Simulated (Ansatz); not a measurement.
An input meant for the cluster GeI₂ (charge 0, singlet; with a point charge).

```yaml
crystal:
  periodic: [false, false, false]
  atoms:
    - {symbol: Ge, position_ang: [-0.736281, -0.531034, 0.445639]}
    - {symbol: I, position_ang: [-0.572206, 0.699706, -1.934886]}
    - {symbol: I, position_ang: [1.600291, -0.273271, 1.242874]}
basis:
  gaussian: {orbitals: STO-3G, point_charges: [{charge: 0.50, position_ang: [6.459, 0.422, -0.341]}]}
hamiltonian: {xc: {name: B3LYP5}}
scf: {lower_state_search: full}
relax: {f_tol: 0.001, max_steps: 2}
output: {forces: true}
```

```sh
$ ansatz run in.yaml --threads 4 --pin off --events-out ev --progress --plain --max-ram 3916MiB
```

(1) Predict how Ansatz answers.

Answers

(1) The SCF steps converged, but the relaxation ran out of steps. The relaxation is allowed too few steps for its threshold.
```
Functional definition: B3LYP5
792 factors; integrals over basis functions are off by at most 6.1e-6 eV
mean field evaluation 1: about -428747.5537 eV, gradient 8.3e1 eV
mean field evaluation 2: about -428747.5591 eV, gradient 8.3e1 eV
mean field evaluation 4: about -428795.8960 eV, gradient 2.8e1 eV
mean field evaluation 8: about -428802.3801 eV, gradient 6.9e-1 eV
mean field evaluation 16: about -428802.3812 eV, gradient 3.1e-4 eV
mean field -428802.38121725 eV, -15758.1968570409 hartree, gradient 5.1e-5 eV, S^2 0.000000; 1 other end points of the search recorded, 0 dependent functions left out
reference -428802.38138535 eV, -15758.1968632183 hartree; 69, 69 occupied and 3, 3 virtual orbitals, 792 factors
relax step   1: F+E_penalty+E_count = -428802.38121725 eV  Δ(F+E_penalty+E_count) = +0.000e0 eV  max|allowed force component| = 1.457e0 eV/Å  Δτ_max = 0.0000 Å  (49 SCF iters, accepted)
792 factors; integrals over basis functions are off by at most 1.0e-5 eV
mean field evaluation 32: about -428802.5182 eV, gradient 2.2e-5 eV
mean field -428802.51818260 eV, -15758.2018904247 hartree, gradient 2.2e-5 eV, S^2 0.000000; 0 other end points of the search recorded, 0 dependent functions left out
reference -428802.51834924 eV, -15758.2018965484 hartree; 69, 69 occupied and 3, 3 virtual orbitals, 792 factors
relax step   2: F+E_penalty+E_count = -428802.51818260 eV  Δ(F+E_penalty+E_count) = -1.370e-1 eV  max|allowed force component| = 5.676e-1 eV/Å  Δτ_max = 0.1335 Å  (29 SCF iters, accepted)
Error: geometry relaxation did not converge after 2 steps: max|allowed force component| = 5.68e-1 eV/Å (threshold 1.0e-3). Raise `relax.max_steps` over both its present limit and 2, loosen `relax.f_tol`, or start from a geometry closer to equilibrium. Where this run's directory can be resumed (`checkpoint.write`), a resume goes on for up to `relax.max_steps` more
```
